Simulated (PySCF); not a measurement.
Species: C₅H₆ClF₂ (doublet state).
SMILES with atom numbers: `[CH2:1]=[CH:2][C@H:3]([Cl:4])[CH:5][CH:6]([F:7])[F:8]` (hydrogens: H9, H10 on C1; H11 on C2; H12 on C3; H13 on C5; H14 on C6)

Structure used (GFN2-xTB), in Å, numbered top down from 1:
```
atom  x, y, z in Å
C1    -2.0683    1.5178   -0.4788
C2    -1.4240    0.6343    0.2633
C3    -0.3108   -0.1958   -0.2515
Cl4   -1.0830   -1.9504   -0.5259
C5     0.7843   -0.4119    0.6463
C6     2.1184   -0.8298    0.1528
F7     3.0752   -0.6308    1.0904
F8     2.5007   -0.1219   -0.9454
H9    -1.8109    1.6896   -1.5107
H10   -2.8768    2.1056   -0.0811
H11   -1.6943    0.4643    1.2955
H12   -0.0085    0.0650   -1.2649
H13    0.6341   -0.4351    1.7121
H14    2.1631   -1.9012   -0.1343
```

The hyperfine couplings belong to this conformer and change with its torsions.

Computed, not measured: PySCF, UKS B3LYP, pcH-1 on C Cl F H, non-relativistic, mean-field spin-orbit, GIAO. Isolated species at its GFN2-xTB geometry (one conformer only). Couplings are sensitive to structure, and on GFN2-xTB geometries they can be far from those on DFT ones. The SCF solution wasn't tested for stability.

(1) The isotropic 13C couplings are +80.7, -30.7, +7.5, -4.2 MHz. Assign them to C2; C3; C5; C6.

(2) The isotropic 19F couplings are +103.5, +49.2 MHz. Assign them to F7; F8.

## Answers

(1) 
```
site  a_iso (MHz)  ρ(0) (bohr⁻³)                 position  distance from C5 (Å)  spin population  largest |T| (MHz)
  C2         +7.5        +0.0067          2 bonds from C5                  2.47             0.00                2.9
  C3         -4.2        -0.0037           1 bond from C5                  1.43            -0.08                6.1
  C5        +80.7        +0.0718  largest spin population                  0.00            +0.91              149.4
  C6        -30.7        -0.0273           1 bond from C5                  1.48            -0.05                3.9
```

(2) 
```json
{"site": "F7", "a_iso (MHz)": "+49.2", "ρ(0) (bohr⁻³)": "+0.0116", "position": "2 bonds from C5", "distance from C5 (Å)": "2.34", "bound to": "C6", "spin population there": "-0.05", "largest |T| (MHz)": "31.6"}
{"site": "F8", "a_iso (MHz)": "+103.5", "ρ(0) (bohr⁻³)": "+0.0245", "position": "2 bonds from C5", "distance from C5 (Å)": "2.36", "bound to": "C6", "spin population there": "-0.05", "largest |T| (MHz)": "62.5"}
```

ρ(0) is the spin density at the nucleus and T the dipolar tensor; a_iso includes a spin–orbit part. The Mulliken spin populations are largest on C5 (+0.91), Cl4 (+0.18) and C3 (-0.08). The positive populations add up to 1.16 and the negative ones to -0.16, together 2S = 1. The angles at C5 add up to 359.3°, so it is planar; its axial dipolar tensor and the negative coupling of its proton fit spin in a p orbital normal to that plane.
